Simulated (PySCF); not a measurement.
Species: C4H3FN2.
Numbering: `[CH2:1]=[N:2]/[CH:3]=[C:4](\[F:5])[C:6]#[N:7]` (hydrogens: H8, H9 on C1; H10 on C3)

Level of theory: PySCF 2.14.0, density-fitted response routines, TDDFT wB97X-D/def2-SVPD, vertical, gas phase, core orbitals frozen in the response. Geometry: GFN2-xTB, one conformer, isolated molecule. Torsions of this conformer, `[CH2:1]=[N:2]/[CH:3]=[C:4](\[F:5])[C:6]#[N:7]`: C1–N2–C3–C4 60°.

Frontier orbitals with the atoms that hold most of them (Löwdin shares over 4%, at most four atoms; ? is withheld):

```
orbital  ε (eV)                           atoms
 HOMO-3  -12.56  N2 26%, C1 18%, N7 18%, C6 15%
 HOMO-2  -12.31           N7 48%, C6 40%, F5 4%
 HOMO-1  -11.37                               ?
   HOMO   -9.07                               ?
   LUMO   -0.40  C1 25%, N2 20%, C3 14%, C4 13%
 LUMO+1    1.01  N2 20%, C3 18%, C1 18%, C6 10%
 LUMO+2    1.62  N7 26%, C6 23%, C4 15%, F5 12%
```

Task: Give the leading atoms of the HOMO-1.

Result: N2 (bonded to 2 C) 36%; C1 (bonded to N and 2 H) 18%; C3 (bonded to C, N and H) 16%; N7 (bonded to C) 8%. By element: nitrogen 43%, carbon 33% or more.

Task: Which atoms hold the HOMO, and with what shares?

Result: N2 (bonded to 2 C) 26%; C4 (bonded to 2 C and F) 22%; C3 (bonded to C, N and H) 15%; N7 (bonded to C) 11%. By element: nitrogen 38%, carbon 37% or more.

Task: How does S1 compare with the orbital gap of 8.68 eV?

Result: S1 is at 4.15 eV (f = 0.108), 4.52 eV below the gap, made of HOMO→LUMO (76%), HOMO→LUMO+1 (11%). Without the coupling terms of the response equations the lowest excitation would equal the gap.

Task: Give energy, strength and leading configuration of S1 and S4, and follow the Löwdin shares of the leading atoms from the occupied to the empty orbital.

Result: 
- S1 (4.15 eV, f 0.108), HOMO→LUMO (76%): N2 26% → 20%, C4 22% → 13%, C1 at most 12% → 25%
- S4 (6.29 eV, f 0.068), HOMO-1→LUMO (78%): N2 36% → 20%, C1 18% → 25%

Löwdin shares depend on the basis, the more so with diffuse functions.
